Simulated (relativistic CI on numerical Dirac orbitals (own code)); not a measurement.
**Sensitivity of the levels of Rb IX to α and to the nuclear radius**

Method of calculation: Dirac-Coulomb-Breit CI, separate exchange-only KLI orbitals for each configuration, derivatives by finite differences, unscaled Slater integrals, QED left out (own radial code, finite nucleus).

Configuration list (outside the closed core [Ar]): 3d10.4s, 3d10.4p, 3d10.4d, 3d10.4f, 3d10.5s, 3d10.5p, 3d10.5d, 3d9.4s2. Levels of other configurations are missing.

With x = (α/α₀)² − 1 an excitation energy changes as ω = ω₀ + qx; K = 2q/ω₀ is the relative enhancement. Terms are leading LS components, so labels can repeat. The field-shift factor is F = δν/δ⟨r²⟩ for the transition from the lowest level.

Lowest level 3d10.4s 2S_1/2.

| Level | ω₀ (cm⁻¹) | q (cm⁻¹) | K | F (GHz/fm²) |
| --- | --- | --- | --- | --- |
| 3d10.4p 2P°_1/2 | 158328 | 5370 | 0.0678 | -13.6 |
| 3d10.4p 2P°_3/2 | 170331 | 17890 | 0.21 | -13.7 |
| 3d10.4d 2D_3/2 | 416156 | 19080 | 0.0917 | -13.3 |
| 3d10.4d 2D_5/2 | 417847 | 20780 | 0.0994 | -13.3 |
| 3d10.5s 2S_1/2 | 570627 | 12000 | 0.0421 | -7.96 |
| 3d10.5p 2P°_1/2 | 634557 | 13750 | 0.0433 | -13 |
| 3d10.4f 2F°_7/2 | 635097 | 19300 | 0.0608 | -12.8 |
| 3d10.4f 2F°_5/2 | 635164 | 19370 | 0.061 | -12.8 |
| 3d10.5p 2P°_3/2 | 639274 | 18660 | 0.0584 | -13 |
| 3d10.5d 2D_3/2 | 742134 | 19120 | 0.0515 | -12.9 |
| 3d10.5d 2D_5/2 | 742858 | 19830 | 0.0534 | -12.9 |
| 3d9.4s2 2D_5/2 | 798619 | -37910 | -0.0949 | 18.4 |
| 3d9.4s2 2D_3/2 | 810689 | -25990 | -0.0641 | 18.5 |

At this charge configurations can still be misplaced by up to about 7 % of their energy.
